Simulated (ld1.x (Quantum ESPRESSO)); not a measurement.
PBEsol TM dataset for Cl, fully relativistic all-electron reference.

* Element: chlorine
* Generator: ld1.x (Quantum ESPRESSO) 7.5
* Type: norm-conserving Troullier–Martins (Kleinman–Bylander form)
* Functional: PBEsol
* Relativity: fully relativistic
* Frozen core: [Ne]
* Valence charge: 7
* Reference configuration: 3s2 3p5
* Partial waves: 3s (bound): rc 1.40 bohr; 3p (bound): rc 1.30 bohr; 3d channel at -0.15 Ry: rc 1.50 bohr
* Local potential: all-electron potential smoothed inside 1.00 bohr (lloc = -1)
* Core correction: a·sin(br)/r model core, default radius (core density twice the valence density)

Open shells are filled in proportion to 2j + 1 (rel_dist='average').

* Cutoffs needed: 45 Ry and 70 Ry (the cutoffs (Ry, on a coarse ladder) from which the occupation-weighted sum of valence levels, in a spherical-Bessel basis at the reference potential, stays within 10 and 1 mRy of its value at 400 Ry)
* Ghost test: no extra level below or beside the all-electron valence levels (s, p1/2, p3/2, d3/2, d5/2, f tested) (spherical-Bessel basis up to 400 Ry, 20 bohr box)
* Largest excitation error: +316 meV (all-electron minus pseudo) for 3s2 3p1, out of 7 test configurations
